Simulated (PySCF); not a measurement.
H5O4Si, SMILES O[Si](O)(O)[OH2+], charge +1. Coordinates come from a PBE-D3(BJ)/def2-SVP optimisation. Other conformers were not sampled.

Level of theory: PBE-D3(BJ)/def2-SVP in PySCF 2.14.0.

Harmonic wavenumbers (cm⁻¹): 94, 180, 202, 252, 293, 302, 323, 354, 367, 476, 550, 689, 701, 732, 758, 834, 1048, 1066, 1539, 3583, 3673, 3745, 3751, 3763. Rotational constants (GHz): 3.998, 3.673, 3.406; symmetry number 1.

Question: Work out the zero-point energy and the ideal-gas rigid-rotor harmonic-oscillator thermochemistry at 298.15 K and 1 atm.

Answer: ZPE = ½ Σ hcν = ½ × 29275 cm⁻¹ = 175.10 kJ/mol. H − E(el) = 198.95 kJ/mol. Entropy in J/(mol K): translation 165.82, rotation 109.90, vibration 78.99, total 354.70. G − E(el) = 93.19 kJ/mol. Cp = 127.07 J/(mol K). Modes under 150 cm⁻¹ make the vibrational entropy uncertain.
